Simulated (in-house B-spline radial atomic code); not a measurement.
The numbers below are computed, except where a source is named.
**Making a Troullier-Martins p channel for Tc, r_c = 1.03 bohr**

Tc, [Kr] 4d5 5s2, non-relativistic PBE, spherical and spin-unpolarised, from an all-electron radial atomic-structure program (B-spline basis) (atomic units). The all-electron 4p level is ε = -1.641301 hartree, its outermost node lies just inside 0.52 bohr and its outer maximum at 1.03 bohr.

Inside r_c the pseudo-orbital is u(r) = r^2 exp(p(r)), with p = c0 + c2 r² + c4 r⁴ + … + c12 r¹². The seven coefficients follow from p and its first four derivatives at r_c, from zero curvature of the screened potential at the origin, c4 = −c2²/(2l + 5), and from the norm inside r_c. At r_c the all-electron orbital has P = 1.048352, P' = 0.01479742, the screened potential V = -5.005653, V' = 10.9658, V'' = -29.91548, and the norm inside is Q = 0.3793807.

**Question.** What are p, p' and p'' at r_c?

**Answer.** p = ln(P/r_c^2) = ln(1.048352/1.0609) = -0.01190. p' = P'/P − 2/r_c = 0.01411 − 1.94175 = -1.92763. The radial equation gives p'' = 2(V − ε) − 2(2) p'/r_c − p'² = -6.72870 − (-7.48595) − 3.71577 = -2.95852. Differentiating, p''' = 2V' + 2(2)p'/r_c² − 2(2)p''/r_c − 2p'p'' = 14.747, and p'''' = 2V'' − 4(2)p'/r_c³ + 4(2)p''/r_c² − 2(2)p'''/r_c − 2p''² − 2p'p''' = -85.95.

For a trial c2 the five matching conditions are linear in c0, c6, c8, c10 and c12, and c2 is varied until the norm inside r_c equals Q. The root nearest zero gives:

| n | c_n |
| --- | --- |
| 0 | 0.5427524 |
| 2 | -0.1929579 |
| 4 | -0.005318962 |
| 6 | -0.06622838 |
| 8 | -0.9315083 |
| 10 | 0.9744457 |
| 12 | -0.2766533 |

**Question.** Check c4 and p(r_c), and find the screened pseudopotential at the origin.

**Answer.** −c2²/7 = -0.00531896, as listed. The terms c_n r_c^n are 0.54275, -0.20471, -0.00599, -0.07908, -1.18001, 1.30957, -0.39444, which sum to -0.01190. Inverting the radial equation, V_l(r) = ε + 2 p'/r + (p'' + p'²)/2, so V_l(0) = ε + (2l + 3) c2 = -1.641301 + 5 × (-0.192958) = -2.6061 hartree, finite where the all-electron potential diverges.

Orbitals and screened potentials:

```csv
r (bohr),P,u,V all-electron,V pseudo
0.103,0.3067,0.01822,-278.6,-2.606
0.258,-0.4903,0.1131,-71.1,-2.625
0.412,-0.3674,0.2824,-31.42,-2.806
0.567,0.2169,0.5149,-17.17,-3.53
0.721,0.7064,0.7718,-10.55,-4.963
0.876,0.9738,0.9769,-7.12,-6.026
1.03,1.048,1.048,-5.006,-5.006
```

Logarithmic derivatives P'/P at R = 1.33 bohr, for energies E around ε:

| E − ε (hartree) | all-electron | pseudo |
| --- | --- | --- |
| -0.5 | -0.172502 | -0.174242 |
| -0.25 | -0.507745 | -0.508311 |
| -0.1 | -0.733044 | -0.733188 |
| 0 | -0.895208 | -0.895261 |
| 0.1 | -1.06826 | -1.06844 |
| 0.25 | -1.35127 | -1.35216 |
| 0.5 | -1.90008 | -1.9045 |

**Question.** With P(R) = 0.898825 and a norm of 0.6762178 inside R, what slope in energy does norm conservation fix?

**Answer.** d(P'/P)/dE = −2 × (norm inside R)/P(R)² = -1.6740 per hartree·bohr at E = ε, for both atoms, since orbital and norm agree at R. Differences over ±0.1 hartree give -1.6761 (all-electron) and -1.6763 (pseudo), which also hold third-order terms. Half a hartree below ε the two curves differ by -0.0017.
